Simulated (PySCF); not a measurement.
## Electron correlation in Kr (krypton, neutral)

[Kr], closed-shell 1S. Calculation: PySCF 2.14, in cc-pVTZ-PP with ECP10MDF; a scalar-relativistic core potential. Frozen: 3s2 3p6 3d10; 8 electrons correlated.

MP2 pair energies summed by pair of shells (mhartree):

```csv
pair,energy,share (%)
4p-4p,-125.25,72.3
4s-4p,-40.33,23.3
4s-4s,-7.55,4.4
```

Total MP2 correlation energy: -173.13 mhartree.

Same-spin part -43.03 and opposite-spin part -130.10 mhartree; SCS-MP2 scales them by 1/3 and 6/5 to -170.46 mhartree.

```json
{"level": "CCSD", "correlation energy (mhartree)": "-188.60"}
{"level": "(T)", "correlation energy (mhartree)": "-5.33"}
{"level": "CCSD(T)", "correlation energy (mhartree)": "-193.93"}
```

Diagnostics: T1 = 0.0021, D1 = 0.0058, largest double amplitude 0.046.

Cost of the coupled-cluster step: 0.15 s of wall time on 1 thread of Neoverse-V1 (shared host), for 8 correlated electrons.
